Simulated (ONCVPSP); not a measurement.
Xe, ONCV: configuration errors across variants

```json
{"Element": "Xe (Z = 54)", "Generator": "ONCVPSP 4.0.1", "Type": "optimised norm-conserving Vanderbilt (ONCV)", "Functional": "PBEsol", "Relativity": "scalar-relativistic", "Frozen core": "[Kr]", "Valence charge": "18", "Reference configuration": "4d10 5s2 5p6", "Partial waves": "5s: rc 1.75 bohr, ncon 4, nbas 8, qcut 2.9 1/bohr, 2 projectors, debl 2.4 Ha; 5p: rc 2.00 bohr, ncon 4, nbas 9, qcut 3.7 1/bohr, 2 projectors, debl 1.1 Ha; 4d: rc 1.00 bohr, ncon 5, nbas 9, qcut 16.3 1/bohr, 1 projector", "Local potential": "polynomial inside 0.90 bohr (lpopt 5, dvloc0 1 Ha)", "Core correction": "Teter function, fcfact 5.5, rcfact 1.35"}
```

All-electron excitation energies from the reference (eV): (1) 4d10 5s2 5p5 12.552; (2) 4d10 5s2 5p4 34.332; (3) 4d10 5s2 5p3 66.103; (4) 4d9 5s2 5p6 67.648.

1 further variants failed, have other tests or too few solved ones, and are left out.

A true bound ghost makes a file unfit for plane-wave use even where its test errors are small: the radial tests pick states by their node count and pass the ghost by.

Errors AE − PS in meV (a dash: test not solved or not reliable):

| change | (1) | (2) | (3) | (4) | bound ghosts | GHOST(+) flags above zero |
| --- | --- | --- | --- | --- | --- | --- |
| base | -4.2 | -12 | -25 | -305 | s, p | s |
| all radii but the core radius scaled by about 0.85 (s 1.50, p 1.70, d 0.86 bohr); local potential polynomial inside 0.76 bohr (lpopt 5, dvloc0 1 Ha) | -3.7 | -9.1 | -13 | -348 | s, p | s |
| all radii but the core radius scaled by about 0.91 (s 1.60, p 1.82, d 0.92 bohr); local potential polynomial inside 0.82 bohr (lpopt 5, dvloc0 1 Ha) | -3.8 | -9.6 | -15 | -340 | s, p | s |
| all radii but the core radius scaled by about 1.05 (s 1.84, p 2.10, d 1.06 bohr); local potential polynomial inside 0.94 bohr (lpopt 5, dvloc0 1 Ha) | -4.6 | -15 | -33 | -286 | s, p | none |
| all radii but the core radius scaled by about 1.11 (s 1.94, p 2.22, d 1.12 bohr); local potential polynomial inside 1.00 bohr (lpopt 5, dvloc0 1 Ha) | -5.4 | -19 | -45 | – | s, p | none |
| all radii but the core radius scaled by about 1.20 (s 2.10, p 2.40, d 1.20 bohr); local potential polynomial inside 1.08 bohr (lpopt 5, dvloc0 1 Ha) | -6.0 | -24 | -65 | +75 | s | p |
| all radii but the core radius scaled by about 1.26 (s 2.20, p 2.52, d 1.26 bohr); local potential polynomial inside 1.14 bohr (lpopt 5, dvloc0 1 Ha) | -6.8 | -29 | -81 | +13 | s | p |

Task: Give the same row for: all radii but the core radius scaled by about 1.30 (s 2.28, p 2.60, d 1.30 bohr); local potential polynomial inside 1.16 bohr (lpopt 5, dvloc0 1 Ha).

Result: -7.5, -33, -95, +43; bound ghosts: s; GHOST(+) flags above zero: p.
